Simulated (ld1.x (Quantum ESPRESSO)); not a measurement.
## indium: one change to an ultrasoft potential, before and after

* Element: In (Z = 49)
* Generator: ld1.x (Quantum ESPRESSO) 7.5
* Type: ultrasoft
* Functional: PBE
* Relativity: fully relativistic
* Frozen core: [Kr] 4d10
* Valence charge: 3
* Reference configuration: 5s2 5p1
* Partial waves: 5s (bound): rcut 1.70, rcutus 2.15 bohr; 5s channel at -0.15 Ry: rcut 1.70, rcutus 2.15 bohr; 5p (bound): rcut 2.00, rcutus 2.50 bohr; 5p channel at 2.95 Ry: rcut 2.00, rcutus 2.50 bohr; 5d channel at -0.1 Ry: rcut 2.40, rcutus 2.85 bohr; 5d channel at 2.55 Ry: rcut 2.40, rcutus 2.85 bohr
* Local potential: all-electron potential smoothed inside 1.80 bohr (lloc = -1)
* Core correction: a·sin(br)/r model core inside 1.85 bohr
* Augmentation charge: PSQ, radius 1.85 bohr

Open shells are filled in proportion to 2j + 1 (rel_dist='average').

Change: core correction a·sin(br)/r model core inside 2.42 bohr.

Cutoffs: the cutoffs (Ry, on a coarse ladder) from which the occupation-weighted sum of valence levels, in a spherical-Bessel basis at the reference potential, stays within 10 and 1 mRy of its value at 400 Ry; they do not see the model core or the augmentation charge, which bear on the density cutoff. Errors are all-electron minus pseudo energies relative to the spin-unpolarised reference configuration.

How do hardness, ghosts and transferability respond?

Both files are so soft that the ladder of cutoffs tells neither apart; both files keep a bound ghost (d); of the 7 tests that both files solve, the error grows in 0 and shrinks in 2 by more than 15 % and 0.3 meV (median size 21.4 → 15.0 meV). A wider model core is smoother and lowers the density cutoff, which this test does not measure.

```csv
quantity,base,changed
"cutoff, loose",6 Ry,6 Ry
"cutoff, tight",10 Ry,10 Ry
bound ghosts,d5/2,d5/2
"error for 5s2 5p0, meV [ΔE 5.37 eV]",-16,-15
"error for 5s1 5p0, meV [ΔE 24.61 eV]",-234,-202
"error for 5s2 5p0.5, meV [ΔE 1.95 eV]",-2.4,-2.4
"error for 5s0 5p3, meV [ΔE 11.92 eV]",-83,-38
"error for 5s2 5p1.3, meV [ΔE -0.53 eV]",-0.3,-0.3
"error for 5s1 5p1, meV [ΔE 11.95 eV]",-67,-57
"error for 5s1 5p2, meV [ΔE 5.83 eV]",-21,-12
s: phases at 3.09 bohr within 0.05 rad from the reference energy up to (Ry; the scan ends near 5),to the end of the scan,to the end of the scan
p1/2: phases at 3.09 bohr within 0.05 rad from the reference energy up to (Ry; the scan ends near 5),to the end of the scan,to the end of the scan
p3/2: phases at 3.09 bohr within 0.05 rad from the reference energy up to (Ry; the scan ends near 5),to the end of the scan,to the end of the scan
d3/2: phases at 3.09 bohr within 0.05 rad from the reference energy up to (Ry; the scan ends near 5),0.0,0.0
d5/2: phases at 3.09 bohr within 0.05 rad from the reference energy up to (Ry; the scan ends near 5),0.6,0.6
lowest overlap eigenvalue by channel,"s 0.38, p1/2 0.54, p3/2 0.54, d3/2 0.82, d5/2 0.82","s 0.38, p1/2 0.54, p3/2 0.54, d3/2 0.82, d5/2 0.82"
```

 A true bound ghost makes a file unfit for plane-wave use even where its test errors are small: the radial tests pick states by their node count and pass the ghost by.
